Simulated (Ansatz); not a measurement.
Geometry optimisation of C₁₈H₁₅F₆SbTe⁻, that is triphenyltelluronium hexafluoroantimonate with one electron more.

```yaml
crystal:
  periodic: [false, false, false]
  atoms:
    - {symbol: F, position_ang: [-0.553846, -2.290056, -4.748023]}
    - {symbol: Sb, position_ang: [-1.327461, -0.628558, -4.134250]}
    - {symbol: F, position_ang: [-0.283109, 0.424710, -5.367485]}
    - {symbol: F, position_ang: [0.152775, -0.496877, -2.786213]}
    - {symbol: F, position_ang: [-2.860343, -0.735906, -5.294629]}
    - {symbol: F, position_ang: [-1.980845, 1.024020, -3.281355]}
    - {symbol: F, position_ang: [-2.244908, -1.625871, -2.704778]}
    - {symbol: C, position_ang: [1.560062, -4.052750, 0.678105]}
    - {symbol: C, position_ang: [1.482786, -3.014283, 1.620582]}
    - {symbol: C, position_ang: [0.769670, -1.842493, 1.322264]}
    - {symbol: C, position_ang: [0.150730, -1.725439, 0.065714]}
    - {symbol: Te, position_ang: [-0.961818, 0.035256, -0.470528]}
    - {symbol: C, position_ang: [0.635936, 1.450867, -0.674655]}
    - {symbol: C, position_ang: [1.699254, 1.508205, 0.239450]}
    - {symbol: C, position_ang: [2.714727, 2.455485, 0.035644]}
    - {symbol: C, position_ang: [2.656849, 3.325603, -1.065959]}
    - {symbol: C, position_ang: [1.589173, 3.248273, -1.973927]}
    - {symbol: C, position_ang: [0.567848, 2.302308, -1.789948]}
    - {symbol: C, position_ang: [-1.388784, 0.551949, 1.586728]}
    - {symbol: C, position_ang: [-1.085600, 1.823451, 2.105442]}
    - {symbol: C, position_ang: [-1.483979, 2.149258, 3.412912]}
    - {symbol: C, position_ang: [-2.184779, 1.215320, 4.192715]}
    - {symbol: C, position_ang: [-2.496238, -0.049562, 3.664932]}
    - {symbol: C, position_ang: [-2.105477, -0.383047, 2.359375]}
    - {symbol: C, position_ang: [0.208076, -2.759735, -0.884683]}
    - {symbol: C, position_ang: [0.920842, -3.926349, -0.565202]}
    - {symbol: H, position_ang: [2.118606, -4.970386, 0.917679]}
    - {symbol: H, position_ang: [1.976192, -3.113827, 2.599819]}
    - {symbol: H, position_ang: [0.687892, -1.042975, 2.074113]}
    - {symbol: H, position_ang: [1.751726, 0.824044, 1.099189]}
    - {symbol: H, position_ang: [3.558175, 2.507308, 0.741389]}
    - {symbol: H, position_ang: [3.457261, 4.064828, -1.221442]}
    - {symbol: H, position_ang: [1.549628, 3.920066, -2.844850]}
    - {symbol: H, position_ang: [-0.255564, 2.215166, -2.515676]}
    - {symbol: H, position_ang: [-0.535360, 2.561920, 1.502129]}
    - {symbol: H, position_ang: [-1.242045, 3.143098, 3.821366]}
    - {symbol: H, position_ang: [-2.493430, 1.474802, 5.216620]}
    - {symbol: H, position_ang: [-3.049278, -0.783662, 4.271709]}
    - {symbol: H, position_ang: [-2.352876, -1.379050, 1.956383]}
    - {symbol: H, position_ang: [-0.293449, -2.663849, -1.856962]}
    - {symbol: H, position_ang: [0.970990, -4.741260, -1.303705]}
basis:
  gaussian: {orbitals: def2-SVP, fitting: {mean_field: def2-universal-jkfit}}
total_charge: -1
magnetization: {spin_polarized: true, initial_magnetization: 1}
hamiltonian: {xc: pbe, dispersion: d4}
scf: {lower_state_search: "off"}
output: {orbitals: {seedname: orbitals}}
relax: {f_tol: 0.03, max_steps: 70}
```

```sh
$ ansatz run in.yaml --threads 2 --pin off --events-out ev --progress --plain --max-ram 32768MiB --backend cuda --devices 0, --max-vram 18GiB
```

Shortened log:

```
Functional definition: PBE
mean field -48979.35392000 eV, -1799.9580571616 hartree, gradient 6.1e-6 eV, S^2 0.751271; 0 other end points of the search recorded, 0 dependent functions left out
relax step   1: F+E_penalty+E_count = -48981.25965232 eV  Δ(F+E_penalty+E_count) = +0.000e0 eV  max|allowed force component| = 7.964e-1 eV/Å  Δτ_max = 0.0000 Å  (33 SCF iters, accepted)
mean field -48979.53241881 eV, -1799.9646168719 hartree, gradient 2.9e-6 eV, S^2 0.751503; 0 other end points of the search recorded, 0 dependent functions left out
relax step   2: F+E_penalty+E_count = -48981.42050570 eV  Δ(F+E_penalty+E_count) = -1.609e-1 eV  max|allowed force component| = 7.513e-1 eV/Å  Δτ_max = 0.1904 Å  (30 SCF iters, accepted)
mean field -48979.63547652 eV, -1799.9684041727 hartree, gradient 1.9e-6 eV, S^2 0.751502; 0 other end points of the search recorded, 0 dependent functions left out
relax step   3: F+E_penalty+E_count = -48981.49933824 eV  Δ(F+E_penalty+E_count) = -7.883e-2 eV  max|allowed force component| = 2.538e-1 eV/Å  Δτ_max = 0.0864 Å  (25 SCF iters, accepted)
mean field -48979.64054803 eV, -1799.9685905475 hartree, gradient 2.3e-6 eV, S^2 0.751484; 0 other end points of the search recorded, 0 dependent functions left out
relax step   4: F+E_penalty+E_count = -48981.51327481 eV  Δ(F+E_penalty+E_count) = -1.394e-2 eV  max|allowed force component| = 1.330e-1 eV/Å  Δτ_max = 0.0583 Å  (25 SCF iters, accepted)
mean field -48979.65475596 eV, -1799.9691126790 hartree, gradient 3.3e-6 eV, S^2 0.751564; 0 other end points of the search recorded, 0 dependent functions left out
relax step   5: F+E_penalty+E_count = -48981.52773016 eV  Δ(F+E_penalty+E_count) = -1.446e-2 eV  max|allowed force component| = 1.147e-1 eV/Å  Δτ_max = 0.1164 Å  (25 SCF iters, accepted)
mean field -48979.67832370 eV, -1799.9699787775 hartree, gradient 2.4e-6 eV, S^2 0.751776; 0 other end points of the search recorded, 0 dependent functions left out
relax step   6: F+E_penalty+E_count = -48981.54349537 eV  Δ(F+E_penalty+E_count) = -1.577e-2 eV  max|allowed force component| = 1.322e-1 eV/Å  Δτ_max = 0.1580 Å  (29 SCF iters, accepted)
mean field -48979.70415889 eV, -1799.9709282034 hartree, gradient 2.1e-6 eV, S^2 0.752020; 0 other end points of the search recorded, 0 dependent functions left out
relax step   7: F+E_penalty+E_count = -48981.55752304 eV  Δ(F+E_penalty+E_count) = -1.403e-2 eV  max|allowed force component| = 1.944e-1 eV/Å  Δτ_max = 0.1331 Å  (30 SCF iters, accepted)
mean field -48979.72310602 eV, -1799.9716244974 hartree, gradient 2.8e-6 eV, S^2 0.752165; 0 other end points of the search recorded, 0 dependent functions left out
relax step   8: F+E_penalty+E_count = -48981.57030233 eV  Δ(F+E_penalty+E_count) = -1.278e-2 eV  max|allowed force component| = 1.736e-1 eV/Å  Δτ_max = 0.0723 Å  (27 SCF iters, accepted)
mean field -48979.74231992 eV, -1799.9723305952 hartree, gradient 2.3e-6 eV, S^2 0.752243; 0 other end points of the search recorded, 0 dependent functions left out
relax step   9: F+E_penalty+E_count = -48981.58152599 eV  Δ(F+E_penalty+E_count) = -1.122e-2 eV  max|allowed force component| = 1.284e-1 eV/Å  Δτ_max = 0.0730 Å  (27 SCF iters, accepted)
mean field -48979.76026261 eV, -1799.9729899771 hartree, gradient 3.3e-6 eV, S^2 0.752227; 0 other end points of the search recorded, 0 dependent functions left out
relax step  10: F+E_penalty+E_count = -48981.58512885 eV  Δ(F+E_penalty+E_count) = -3.603e-3 eV  max|allowed force component| = 1.068e-1 eV/Å  Δτ_max = 0.0984 Å  (24 SCF iters, accepted)
mean field -48979.75999303 eV, -1799.9729800702 hartree, gradient 1.9e-6 eV, S^2 0.752222; 0 other end points of the search recorded, 0 dependent functions left out
relax step  11: F+E_penalty+E_count = -48981.59242661 eV  Δ(F+E_penalty+E_count) = -7.298e-3 eV  max|allowed force component| = 7.526e-2 eV/Å  Δτ_max = 0.0579 Å  (24 SCF iters, accepted)
mean field -48979.76569683 eV, -1799.9731896808 hartree, gradient 2.1e-6 eV, S^2 0.752242; 0 other end points of the search recorded, 0 dependent functions left out
relax step  12: F+E_penalty+E_count = -48981.59555192 eV  Δ(F+E_penalty+E_count) = -3.125e-3 eV  max|allowed force component| = 3.756e-2 eV/Å  Δτ_max = 0.0614 Å  (24 SCF iters, accepted)
mean field -48979.77440240 eV, -1799.9735096045 hartree, gradient 2.3e-6 eV, S^2 0.752253; 0 other end points of the search recorded, 0 dependent functions left out
relax step  13: F+E_penalty+E_count = -48981.59888197 eV  Δ(F+E_penalty+E_count) = -3.330e-3 eV  max|allowed force component| = 5.975e-2 eV/Å  Δτ_max = 0.1272 Å  (24 SCF iters, accepted)
mean field -48979.78288455 eV, -1799.9738213178 hartree, gradient 1.6e-6 eV, S^2 0.752259; 0 other end points of the search recorded, 0 dependent functions left out
relax step  14: F+E_penalty+E_count = -48981.60100733 eV  Δ(F+E_penalty+E_count) = -2.125e-3 eV  max|allowed force component| = 7.654e-2 eV/Å  Δτ_max = 0.1144 Å  (25 SCF iters, accepted)
mean field -48979.78740981 eV, -1799.9739876183 hartree, gradient 2.9e-6 eV, S^2 0.752258; 0 other end points of the search recorded, 0 dependent functions left out
relax step  15: F+E_penalty+E_count = -48981.60258891 eV  Δ(F+E_penalty+E_count) = -1.582e-3 eV  max|allowed force component| = 6.749e-2 eV/Å  Δτ_max = 0.0569 Å  (24 SCF iters, accepted)
mean field -48979.79668459 eV, -1799.9743284602 hartree, gradient 1.8e-6 eV, S^2 0.752270; 0 other end points of the search recorded, 0 dependent functions left out
relax step  16: F+E_penalty+E_count = -48981.60522986 eV  Δ(F+E_penalty+E_count) = -2.641e-3 eV  max|allowed force component| = 6.425e-2 eV/Å  Δτ_max = 0.1220 Å  (25 SCF iters, accepted)
mean field -48979.80106803 eV, -1799.9744895487 hartree, gradient 2.8e-6 eV, S^2 0.752286; 0 other end points of the search recorded, 0 dependent functions left out
relax step  17: F+E_penalty+E_count = -48981.60646810 eV  Δ(F+E_penalty+E_count) = -1.238e-3 eV  max|allowed force component| = 6.825e-2 eV/Å  Δτ_max = 0.0882 Å  (24 SCF iters, accepted)
mean field -48979.80509113 eV, -1799.9746373949 hartree, gradient 3.1e-6 eV, S^2 0.752316; 0 other end points of the search recorded, 0 dependent functions left out
relax step  18: F+E_penalty+E_count = -48981.60395302 eV  Δ(F+E_penalty+E_count) = +2.515e-3 eV  max|allowed force component| = 1.921e-1 eV/Å  Δτ_max = 0.1718 Å  (24 SCF iters, rejected (line search))
mean field -48979.80567993 eV, -1799.9746590327 hartree, gradient 2.3e-6 eV, S^2 0.752303; 0 other end points of the search recorded, 0 dependent functions left out
relax step  19: F+E_penalty+E_count = -48981.60765614 eV  Δ(F+E_penalty+E_count) = -1.188e-3 eV  max|allowed force component| = 5.764e-2 eV/Å  Δτ_max = 0.0848 Å  (24 SCF iters, accepted)
mean field -48979.80319577 eV, -1799.9745677415 hartree, gradient 2.5e-6 eV, S^2 0.752297; 0 other end points of the search recorded, 0 dependent functions left out
relax step  20: F+E_penalty+E_count = -48981.60550908 eV  Δ(F+E_penalty+E_count) = +2.147e-3 eV  max|allowed force component| = 1.457e-1 eV/Å  Δτ_max = 0.0977 Å  (24 SCF iters, rejected (line search))
mean field -48979.80684579 eV, -1799.9747018775 hartree, gradient 1.5e-6 eV, S^2 0.752302; 0 other end points of the search recorded, 0 dependent functions left out
relax step  21: F+E_penalty+E_count = -48981.60867535 eV  Δ(F+E_penalty+E_count) = -1.019e-3 eV  max|allowed force component| = 3.916e-2 eV/Å  Δτ_max = 0.0478 Å  (24 SCF iters, accepted)
mean field -48979.80751641 eV, -1799.9747265222 hartree, gradient 2.6e-6 eV, S^2 0.752315; 0 other end points of the search recorded, 0 dependent functions left out
relax step  22: F+E_penalty+E_count = -48981.60884028 eV  Δ(F+E_penalty+E_count) = -1.649e-4 eV  max|allowed force component| = 2.361e-2 eV/Å  Δτ_max = 0.0494 Å  (24 SCF iters, accepted)
Total energy: -48981.60891095 eV, -1800.0409265506 hartree
Atom 0 at    -0.347089    -2.397187    -4.994357 Å, force    -0.001613     0.003758     0.000031 eV/Å
Atom 1 at    -0.992227    -0.708100    -4.285226 Å, force     0.001798     0.000763     0.006817 eV/Å
Atom 2 at     0.123527     0.291153    -5.521676 Å, force    -0.000916    -0.001613    -0.000712 eV/Å
Atom 3 at     0.462325    -0.701158    -2.958172 Å, force    -0.002964     0.000056    -0.001766 eV/Å
Atom 4 at    -2.479623    -0.692849    -5.533580 Å, force     0.005104    -0.000255     0.002148 eV/Å
Atom 5 at    -1.616868     0.981486    -3.498496 Å, force    -0.000140    -0.003173    -0.002096 eV/Å
Atom 6 at    -2.084217    -1.682659    -2.973461 Å, force     0.000018     0.000991    -0.002106 eV/Å
Atom 7 at     1.081498    -4.635723     0.571613 Å, force    -0.000576    -0.000669    -0.007763 eV/Å
Atom 8 at     1.368798    -3.626694     1.508222 Å, force    -0.008214    -0.000799    -0.001138 eV/Å
Atom 9 at     0.824070    -2.342797     1.349676 Å, force     0.004203    -0.005618    -0.002688 eV/Å
Atom 10 at    -0.031585    -2.070765     0.265420 Å, force     0.016898     0.015493    -0.014880 eV/Å
Atom 11 at    -0.609771     0.034179    -0.336769 Å, force     0.003600    -0.004095    -0.015304 eV/Å
Atom 12 at     0.643178     1.911758    -0.538487 Å, force     0.008069    -0.018394    -0.023608 eV/Å
Atom 13 at     1.581381     2.307903     0.433294 Å, force    -0.002493     0.000240     0.001126 eV/Å
Atom 14 at     2.517642     3.310386     0.135715 Å, force     0.002574     0.007489    -0.000337 eV/Å
Atom 15 at     2.537784     3.901881    -1.140338 Å, force    -0.001644    -0.004882    -0.002309 eV/Å
Atom 16 at     1.620888     3.478257    -2.117992 Å, force     0.002944     0.005968     0.011284 eV/Å
Atom 17 at     0.679292     2.476799    -1.828572 Å, force    -0.004169     0.005757     0.006989 eV/Å
Atom 18 at    -1.120835     0.538265     1.705464 Å, force    -0.016647     0.012762     0.022312 eV/Å
Atom 19 at    -1.211777     1.890917     2.099036 Å, force    -0.006118    -0.006022     0.010020 eV/Å
Atom 20 at    -1.682223     2.231141     3.376085 Å, force    -0.000668    -0.004471     0.002103 eV/Å
Atom 21 at    -2.085994     1.231825     4.277430 Å, force     0.002755    -0.001987    -0.002903 eV/Å
Atom 22 at    -2.023694    -0.114334     3.880150 Å, force     0.001277     0.008109     0.001588 eV/Å
Atom 23 at    -1.554126    -0.459887     2.604015 Å, force    -0.008535     0.008731     0.009553 eV/Å
Atom 24 at    -0.295293    -3.067016    -0.694631 Å, force    -0.007175    -0.008498     0.005427 eV/Å
Atom 25 at     0.254503    -4.348970    -0.528283 Å, force     0.001741    -0.000175     0.011169 eV/Å
Atom 26 at     1.514538    -5.641259     0.692406 Å, force     0.001558    -0.003016    -0.001158 eV/Å
Atom 27 at     2.027046    -3.840688     2.366533 Å, force     0.002056     0.001115     0.002967 eV/Å
Atom 28 at     1.061872    -1.552642     2.081468 Å, force     0.001833     0.006258     0.004860 eV/Å
Atom 29 at     1.576491     1.840923     1.432821 Å, force     0.003468     0.001150    -0.003394 eV/Å
Atom 30 at     3.240977     3.629474     0.904618 Å, force     0.000223    -0.000192    -0.003445 eV/Å
Atom 31 at     3.277295     4.683282    -1.376468 Å, force     0.004174     0.001607     0.003187 eV/Å
Atom 32 at     1.637686     3.929444    -3.123293 Å, force    -0.001676    -0.001614    -0.002228 eV/Å
Atom 33 at    -0.024740     2.136159    -2.605421 Å, force    -0.000818    -0.005514    -0.004011 eV/Å
Atom 34 at    -0.911228     2.684423     1.398534 Å, force    -0.001203    -0.000498     0.000686 eV/Å
Atom 35 at    -1.737679     3.292621     3.666524 Å, force     0.001350     0.000792     0.000763 eV/Å
Atom 36 at    -2.457324     1.501112     5.278558 Å, force    -0.000199     0.000019     0.001231 eV/Å
Atom 37 at    -2.348663    -0.909765     4.569953 Å, force    -0.000254    -0.001139     0.001028 eV/Å
Atom 38 at    -1.524318    -1.517001     2.301179 Å, force    -0.002667    -0.002211    -0.000307 eV/Å
Atom 39 at    -0.925759    -2.843020    -1.570850 Å, force     0.003154     0.000532    -0.006474 eV/Å
Atom 40 at     0.034252    -5.130872    -1.272650 Å, force    -0.000110    -0.006754    -0.006660 eV/Å
Dipole moment:     0.285075     0.298146     1.719530 e Å
Checks for a lower state left out: stability, starts, cluster_reference, orbital_swaps, neighbouring_geometries, increment
```

Run time 3 min (2 threads of AMD EPYC 7R13 on a shared host and a share (18 GiB) of an NVIDIA H100 80GB HBM3).

In the def2 sets Sb, Te take a core potential; there is no spin–orbit coupling. Single mean-field runs in def2-SVP are fitted with def2-universal-jkfit. In the doublet geometry the species has come apart into loosely held pieces.
